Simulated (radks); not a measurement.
Species: Sc. Configuration: [Ar] 3d1 4s2. All-electron calculation, scalar-relativistic Kohn-Sham, LDA (Slater exchange, Perdew-Wang correlation), spin-polarised, spherical densities, finite nucleus; open shells are filled with parallel spins first; Fermi nuclear charge, rms radius 3.5459 fm. Program: a radial shooting solver on a logarithmic mesh with Libxc functionals.

Normalised radial functions P(r) = r R(r), r in bohr:

```
   r/bohr * 4s up, o 4s down, + 3d down (the largest magnitude, 0.696, reaches the edge; | marks zero, & curves that meet)
 0.007107                             +&
 0.009329                             + &
  0.01224                             + &
  0.01607                             + o*
   0.0211                             +  &
  0.02769                             +  &
  0.03635                             +  &
  0.04771                             +  &
  0.06262                             + o*
  0.08219                             |&
   0.1079                            &|+
   0.1416                          &  | +
   0.1844                        &    |   +
    0.242                       &     |     +
   0.3177                         &   |         +
    0.417                             &             +
   0.5473                             |     &            +
   0.7184                             |         &             +
    0.943                             |        &                 +
    1.238                             | &                        +
    1.625                     *o      |                        +
    2.133            &                |                   +
    2.799       &                     |              +
    3.674        &                    |          +
    4.823             o*              |     +
     6.33                    o*       |  +
    8.309                          &  |+
    10.91                            &+
```

4s up: eigenvalue -4.414 eV, 3 radial nodes at r = 0.0959, 0.414, 1.33 bohr, <r> = 3.65 bohr, 90 % of the charge inside 5.49 bohr. 4s down: eigenvalue -4.139 eV, 3 radial nodes at r = 0.0959, 0.414, 1.33 bohr, <r> = 3.74 bohr, 90 % of the charge inside 5.64 bohr. 3d down (empty): eigenvalue -3.056 eV, 0 radial nodes, <r> = 1.90 bohr, 90 % of the charge inside 3.46 bohr.
